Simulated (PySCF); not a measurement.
Gas-phase reaction: 2 In(CH₃)₃ ⇌ 2 InH₃ + 3 C₂H₂ (acetylene) + 3 H₂. Level: ωB97M-V/def2-TZVP†; standard pressure 1 bar.

Method: PySCF energies plus ideal-gas RRHO corrections (1 bar). † marks an energy on the PBE0/def2-TZVP geometry and frequencies. All species are closed-shell singlets. In: scalar-relativistic def2 core potential, no spin-orbit coupling. Methyl groups turn as free rotors in In(CH₃)₃. InH₃: computed as isolated molecules; such fragments, hydroxides, amides, oligomers or adducts are transient or little studied in the gas. The harmonic model lacks anharmonicity and excited electronic states, which grow with temperature; levels with a mode under 35 cm⁻¹ are left out. Soft modes under 120 cm⁻¹ make the harmonic entropy rough for In(CH₃)₃.

```json
[
 {"T (K)": "600", "1000/T (1/K)": "1.6667", "log10 K": "-45.00"},
 {"T (K)": "800", "1000/T (1/K)": "1.2500", "log10 K": "-23.85"},
 {"T (K)": "1000", "1000/T (1/K)": "1.0000", "log10 K": "-11.09"},
 {"T (K)": "1200", "1000/T (1/K)": "0.8333", "log10 K": "?"},
 {"T (K)": "1400", "1000/T (1/K)": "0.7143", "log10 K": "3.50"},
 {"T (K)": "1600", "1000/T (1/K)": "0.6250", "log10 K": "8.03"}
]
```

Problem. Fit log10 K = a + b·(1000/T) to the five rows, get the mean ΔH° and ΔS°, and predict log10 K at 1200 K.

Solution. Means: 1000/T = 1.0512, log10 K = -13.682. Sums of products about the means: Sxy = -36.47261, Sxx = 0.716131, so b = Sxy/Sxx = -50.93 and a = -13.682 − (-50.93)×1.0512 = 39.86.
ΔH° = −R ln 10 × 1000 K × b = −19.145 × (-50.93) = 975 kJ; ΔS° = R ln 10 × a = 763 J/K. The run's own values go from 969 kJ and 753 J/K at 600 K to 971 kJ and 761 J/K at 1600 K.
Prediction at 1200 K: 39.86 + (-50.93)×0.8333 = -2.58. The computed value is -2.58, 0.00 from the line.
For scale, ΔH°(298 K) is 950 kJ at this level, 991 kJ at ωB97X-V/def2-TZVP†, and runs from 810 to 1144 kJ over the 15 levels computed.
